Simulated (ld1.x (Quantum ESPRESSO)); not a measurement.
## Before and after: ultrasoft potential for zinc (Zn)

* Element: zinc (Zn)
* Generator: ld1.x (Quantum ESPRESSO) 7.5
* Type: ultrasoft
* Functional: PBE
* Relativity: scalar-relativistic
* Frozen core: [Ar]
* Valence charge: 12
* Reference configuration: 3d10 4s2 4p0
* Partial waves: 4s (bound): rcut 1.65, rcutus 1.95 bohr; 4s channel at 0.2 Ry: rcut 1.65, rcutus 1.95 bohr; 4p (bound, empty): rcut 2.60, rcutus 3.15 bohr; 4p channel at 0.2 Ry: rcut 2.60, rcutus 3.15 bohr; 3d (bound): rcut 1.10, rcutus 1.20 bohr; 3d channel at -0.15 Ry: rcut 1.10, rcutus 1.20 bohr; 4f channel at 0.05 Ry: rcut 2.50, rcutus 2.90 bohr; 4f channel at 2.75 Ry: rcut 2.50, rcutus 2.90 bohr
* Local potential: all-electron potential smoothed inside 2.20 bohr (lloc = -1)
* Core correction: Bessel-smoothed model core, default radius (core density twice the valence density)
* Augmentation charge: PSQ, inside the norm-conserving radii

Change: waves 4p (bound): rcut 2.60, rcutus 4.60 bohr; 4p channel at 0.2 Ry: rcut 2.60, rcutus 4.60 bohr.

Cutoffs: the cutoffs (Ry, on a coarse ladder) from which the occupation-weighted sum of valence levels, in a spherical-Bessel basis at the reference potential, stays within 10 and 1 mRy of its value at 400 Ry; they do not see the model core or the augmentation charge, which bear on the density cutoff. Errors are all-electron minus pseudo energies relative to the spin-unpolarised reference configuration.

Q: What does the change do?

A: The potential gets neither clearly harder nor softer (100 Ry and 160 Ry → 100 Ry and 160 Ry); of the 7 tests that both files solve, the error grows in 2 and shrinks in 0 by more than 15 % and 0.3 meV (median size 30.7 → 30.7 meV); neither file shows a bound ghost.

```csv
quantity,base,changed
"cutoff, loose",100 Ry,100 Ry
"cutoff, tight",160 Ry,160 Ry
bound ghosts,none,none
"error for 3d10 4s1 4p0, meV [ΔE 9.89 eV]",-4.6,-4.6
"error for 3d10 4s0 4p0, meV [ΔE 28.33 eV]",-31,-31
"error for 3d9 4s0 4p0, meV [ΔE 68.86 eV]",-299,-299
"error for 3d9 4s2 4p0, meV [ΔE 17.90 eV]",-145,-145
"error for 3d10 4s0 4p2, meV [ΔE 10.56 eV]",+2.5,-12
"error for 3d9 4s2 4p1, meV [ΔE 12.24 eV]",-179,-227
"error for 3d10 4s1.5 4p0, meV [ΔE 3.94 eV]",-1.0,-1.0
lowest overlap eigenvalue by channel,"s 0.42, p 0.79, d 1.00, f 0.92","s 0.42, p 0.78, d 1.00, f 0.92"
```
